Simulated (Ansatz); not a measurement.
Cost and result for the atomization energy of `C=N/C([SiH3])=C\F` (12 atoms, 11 bonds).

```xyz
12

C    -1.5555    0.9453    1.1453
N    -1.1241    0.6977   -0.0137
C    -0.0776   -0.2087   -0.1993
Si    1.4802    0.4389   -1.0040
C    -0.1829   -1.5152    0.0398
F    -1.2906   -2.0706    0.5440
H    -1.1340    0.4980    2.0518
H    -2.3850    1.6414    1.2581
H     2.4291   -0.6957   -1.1447
H     2.0847    1.4926   -0.1481
H     1.1749    1.0219   -2.3343
H     0.5810   -2.2457   -0.1950
```

Total charge 0; spin multiplicity 1. All single points use the PBE0-D4/def2-TZVP geometry. It is one conformer, not always the lowest. Program: Ansatz. All runs use 4 threads of an Arm Neoverse V1 on a shared host. Times are those of one run each, without the atoms' runs, and a repeat can differ threefold. Electronic energies, without spin–orbit coupling; frozen cores. CCSD(T)/CBS adds CCSD(T) − MP2 in def2-TZVPP to the MP2 limit, and its time is that of the two runs behind it. T1 = 0.014; the RHF reference is unstable towards UHF. B3LYP takes the VWN-RPA correlation (the form of Gaussian; ORCA's B3LYP/G).

CCSD(T)/CBS is a level of theory with its own doubt, some kJ/mol a heavy atom from the limit and from the frozen cores, so smaller differences don't rank the functionals.

```tsv
level	functions	wall time
PBE-D4/def2-TZVPP (with forces)	281	2.9 s
PBE0-D4/def2-TZVPP	281	3.7 s
r2SCAN-D4/def2-TZVPP (with forces)	281	6 s
B3LYP-D4/def2-TZVPP (with forces)	281	6 s
B2PLYP/def2-TZVPP	281	7.5 s
ωB97X-V/def2-TZVPP	281	9.5 s
ωB97M-V/def2-TZVPP (with forces)	281	14 s
MP2/def2-QZVPP	535	39 s
CCSD(T)/def2-TZVPP	281	5.3 min
CCSD(T)/CBS(def2)	–	5.9 min
```

Problem. What atomization energy does each give, and how far from CCSD(T)/CBS? (An estimate is asked.)

Solution. Ansatz gave: 
```
                             level  atomization (kcal/mol)  difference from CCSD(T)/CBS  per bond
   PBE-D4/def2-TZVPP (with forces)                  1133.8                         36.9       3.4
                PBE0-D4/def2-TZVPP                  1105.0                          8.1       0.7
r2SCAN-D4/def2-TZVPP (with forces)                  1101.5                          4.6       0.4
 B3LYP-D4/def2-TZVPP (with forces)                  1103.3                          6.4       0.6
                 B2PLYP/def2-TZVPP                  1089.0                         -7.9      -0.7
                ωB97X-V/def2-TZVPP                  1103.4                          6.5       0.6
  ωB97M-V/def2-TZVPP (with forces)                  1102.8                          5.9       0.5
                    MP2/def2-QZVPP                  1105.5                          8.6       0.8
                CCSD(T)/def2-TZVPP                  1066.4                        -30.5      -2.8
                 CCSD(T)/CBS(def2)                  1096.9                          0.0       0.0
```

The D4 term adds +10.1 kcal/mol with B3LYP and +5.3 kcal/mol with PBE0; it sums over pairs of atoms, weighted by their polarisabilities, and B3LYP, whose exchange is more repulsive, gets the larger term. In def2-TZVPP, CCSD(T) changes the Hartree–Fock value by +291.8 kcal/mol (the triples alone add +20.5 kcal/mol) and MP2 by +312.8 kcal/mol; breaking electron pairs costs correlation energy, which Hartree–Fock lacks. From PBE to PBE0 (25 % exact exchange), in def2-TZVPP and without D4, the atomization energy moves by −27.9 kcal/mol: exact exchange takes away binding that semilocal exchange gives to molecules.
